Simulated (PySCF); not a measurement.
**Electric field gradients and quadrupole coupling constants**

Species: C5H10Cl2OSi2.
Z-matrix (Å and degrees, GFN2-xTB geometry), rows numbered from 1:
```
O 
C   1  1.4140
C   2  1.5255  1  107.71
C   3  1.4863  2  109.50  1   -54.54
C   4  1.3444  3  128.75  2  -153.27
C   5  1.4721  4  126.84  3     1.18
Cl  6  1.8003  5  111.44  4    65.49
Cl  6  1.7945  5  112.12  4   -56.06
Si  5  1.9109  4  105.11  3  -178.99
Si  4  1.9055  3  125.76  2    28.88
H   1  0.9616  2  109.69  3   172.61
H   2  1.0986  1  110.34  3  -119.21
H   2  1.0983  1  110.29  3   120.78
H   3  1.0945  2  108.82  1    63.63
H   3  1.0917  2  109.58  1  -178.22
H   6  1.0904  5  112.78  4  -175.79
H   9  1.4693  5  110.88  4   122.38
H   9  1.4699  5  110.33  4  -121.88
H  10  1.4688  4  115.43  3   -68.07
H  10  1.4604  4  116.27  3    63.13
```

Field gradients from the PBE0/pcSseg-1 density (PySCF, non-relativistic), principal values in atomic units, ordered |Vxx| ≤ |Vyy| ≤ |Vzz|:

```json
{"atom": "O1", "Vxx": "0.1139", "Vyy": "1.8045", "Vzz": "-1.9184"}
{"atom": "Cl7", "Vxx": "-1.9433", "Vyy": "-2.1077", "Vzz": "4.0510"}
{"atom": "Cl8", "Vxx": "-1.9389", "Vyy": "-2.1228", "Vzz": "4.0617"}
```

Question: Find the asymmetry η = (Vxx − Vyy)/Vzz and the couplings χ = eQV/h (234.96 MHz × Q in barn × V in au), with Q(17O) = −0.0256 b, Q(35Cl) = −0.0817 b.

Answer: 
| atom | environment | nucleus | η | χzz (MHz) | χxx (MHz) | χyy (MHz) |
| --- | --- | --- | --- | --- | --- | --- |
| O1 | alcohol oxygen | 17O | 0.88 | 11.54 | -0.69 | -10.85 |
| Cl7 | alkyl chlorine | 35Cl | 0.04 | -77.77 | 37.31 | 40.46 |
| Cl8 | alkyl chlorine | 35Cl | 0.05 | -77.97 | 37.22 | 40.75 |

The gradient is axial or nearly so (η below 0.05) at Cl7. 

Question: What is Vzz at O1 in SI units (1 au = 9.71736 × 10²¹ V/m²)?

Answer: -1.9184 au = -18.642 × 10²¹ V/m².

Question: What couplings would deuterons (Q(2H) = 0.00286 b) have in place of the hydrogens, at this geometry?

Answer: 
```
atom  bonded to  bond length (Å)  Vzz (au)     η  χzz (kHz)
 H11         O1            0.962    0.4734  0.13        318
 H12         C2            1.099    0.2828  0.07        190
 H13         C2            1.098    0.2857  0.06        192
 H14         C3            1.094    0.2990  0.02        201
 H15         C3            1.092    0.2980  0.05        200
 H16         C6            1.090    0.2906  0.02        195
 H17        Si9            1.469    0.1610  0.02        108
 H18        Si9            1.470    0.1605  0.02        108
 H19       Si10            1.469    0.1621  0.03        109
 H20       Si10            1.460    0.1676  0.04        113
```

The structure is a single GFN2-xTB conformer in the gas phase; no vibrational or solvent corrections. GFN2-xTB bond lengths can be off by several hundredths of an ångström, more for odd bonds, and the gradients follow them. These gradients aren't converged with respect to the basis.
